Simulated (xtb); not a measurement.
AlF$_{2}$, charge +1, singlet, from a rough starting geometry (GFN-xTB shapes and energies of metal compounds can be far from the true ones); xtb with GFN2-xTB.

xtb was given this input:
```
$ xtb mol.xyz --gfn 2 --chrg 1 --opt vtight --json

# file mol.xyz
3

Al     0.01716843    -0.01112728     0.00899992
F     -0.15632962     1.24989343    -1.05083945
F      0.20556508    -1.20504074     1.05737515
```

Question: Predict the main parts of the log of this xtb run.

Answer: 
```
   ID    Z sym.   atoms
    1   13 Al     1
    2    9 F      2, 3

           -------------------------------------------------
          |                Calculation Setup                |
           -------------------------------------------------

           -------------------------------------------------
          |                 G F N 2 - x T B                 |
           -------------------------------------------------

          ...................................................
          :                      SETUP                      :
          :.................................................:
          :  # basis functions                  18          :
          :  # atomic orbitals                  17          :
          :  # shells                            7          :
          :  # electrons                        16          :
          :  max. iterations                   250          :
          :  Hamiltonian                  GFN2-xTB          :
          :  restarted?                      false          :
          :  GBSA solvation                  false          :
          :  PC potential                    false          :
          :  electronic temp.          300.0000000     K    :
          :  accuracy                    1.0000000          :
          :  -> integral cutoff          0.2500000E+02      :
          :  -> integral neglect         0.1000000E-07      :
          :  -> SCF convergence          0.1000000E-05 Eh   :
          :  -> wf. convergence          0.1000000E-03 e    :
          :  Broyden damping             0.4000000          :
          :  net charge                          1          :
          :  unpaired electrons                  0          :
          ...................................................

 iter      E             dE          RMSdq      gap      omega  full diag
   1    -10.0647530 -0.100648E+02  0.341E+01    5.32       0.0  T
   2    -10.1386233 -0.738703E-01  0.232E+01    3.18       1.0  T
   3    -10.0689221  0.697012E-01  0.790E+00    5.03       1.0  T
   4    -10.1533525 -0.844304E-01  0.632E-01    3.55       1.0  T
   5    -10.1535311 -0.178591E-03  0.471E-01    3.57       1.0  T
   6    -10.1534958  0.352948E-04  0.286E-01    3.57       1.0  T
   7    -10.1535986 -0.102776E-03  0.749E-02    3.59       1.0  T
   8    -10.1536052 -0.663975E-05  0.235E-02    3.59       2.5  T
   9    -10.1536063 -0.108765E-05  0.206E-02    3.59       2.8  T
[...]
         :: total energy             -10.121487150527 Eh    ::
 * total energy  :   -10.1214872 Eh     change       -0.2428280E-10 Eh
 * total energy  :   -10.1221794 Eh     change       -0.6922040E-03 Eh
 * total energy  :   -10.1225568 Eh     change       -0.3774845E-03 Eh
 * total energy  :   -10.1225663 Eh     change       -0.9422971E-05 Eh
 * total energy  :   -10.1225681 Eh     change       -0.1875357E-05 Eh
 * total energy  :   -10.1225696 Eh     change       -0.1508848E-05 Eh
 * total energy  :   -10.1225697 Eh     change       -0.1000489E-07 Eh
   *** GEOMETRY OPTIMIZATION CONVERGED AFTER 7 ITERATIONS ***
         :: total energy             -10.122569656178 Eh    ::
[...]
        13                         -0.4727545             -12.8643
        14                         -0.3244769              -8.8295
        15                         -0.3244769              -8.8295
        16                          0.1404960               3.8231
        17                          0.9380068              25.5245
      -------------------------------------------------------------
                  HL-Gap            0.1362455 Eh            3.7074 eV
             Fermi-level           -0.7695935 Eh          -20.9417 eV

     #   Z          covCN         q      C6AA      α(0)
     1  13 Al       1.344     0.914   217.291    37.193
     2   9 F        0.672     0.043     9.022     3.546
     3   9 F        0.672     0.043     9.022     3.546

 Mol. C6AA /au·bohr⁶  :        391.523123
 Mol. C8AA /au·bohr⁸  :      27037.193000
 Mol. α(0) /au        :         44.284454

Wiberg/Mayer (AO) data.
largest (>0.10) Wiberg bond orders for each atom

 ---------------------------------------------------------------------------
     #   Z sym  total        # sym  WBO       # sym  WBO       # sym  WBO
 ---------------------------------------------------------------------------
     1  13 Al   3.203 --     3 F    1.601     2 F    1.601
     2   9 F    1.730 --     1 Al   1.601     3 F    0.128
     3   9 F    1.730 --     1 Al   1.601     2 F    0.128
 ---------------------------------------------------------------------------

Topologies differ in total number of bonds
Writing topology from bond orders to xtbtopo.mol

molecular dipole:
                 x           y           z       tot (Debye)
 q only:        0.042       0.021       0.010
   full:        0.042       0.021       0.010       0.122
molecular quadrupole (traceless):
                xx          xy          yy          xz          yz          zz
 q only:       -0.383      -0.099       0.281       0.087      -0.585       0.102
  q+dip:       -0.341      -0.088       0.250       0.077      -0.521       0.091
   full:        2.535       0.663      -1.856      -0.567       3.854      -0.679

optimized geometry written to: xtbopt.xyz

           -------------------------------------------------
          | TOTAL ENERGY              -10.122569656178 Eh   |
          | GRADIENT NORM               0.000042816661 Eh/α |
          | HOMO-LUMO GAP               3.707429401859 eV   |
           -------------------------------------------------

normal termination of xtb
```
